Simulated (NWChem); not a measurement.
System: GeS, singlet; SMILES [S]=[Ge]

```xyz
2

Ge     0.0000     0.0000    -0.6698
S      0.0000     0.0000     1.3482
```
Atoms are numbered in this order, from 1.

Program: NWChem. Pople sets run with spherical d functions. Low-valent species are run as closed-shell singlets; no triplet was tried in these runs. All runs use the structure optimised with PBE0/def2-SVP. Vzz is the largest principal value of the second derivative of the potential at the nucleus (NWChem prints the opposite sign); η is the asymmetry. Non-relativistic.

```tsv
level	Vzz Ge1 (a.u.)	η Ge1	Vzz S2 (a.u.)	η S2
CAM-B3LYP/def2-SVP	[?]	0.00	[?]	0.00
CAM-B3LYP/cc-pVTZ	-4.102	0.00	-0.344	0.00
PBE/6-31G*	-2.960	0.00	-0.171	0.00
PBE/def2-TZVP	-3.791	0.00	-0.440	0.00
```

Q: Some entries are withheld; supply them.

A: 
- CAM-B3LYP/def2-SVP, Vzz Ge1 (a.u.): -3.600
- CAM-B3LYP/def2-SVP, Vzz S2 (a.u.): -0.291
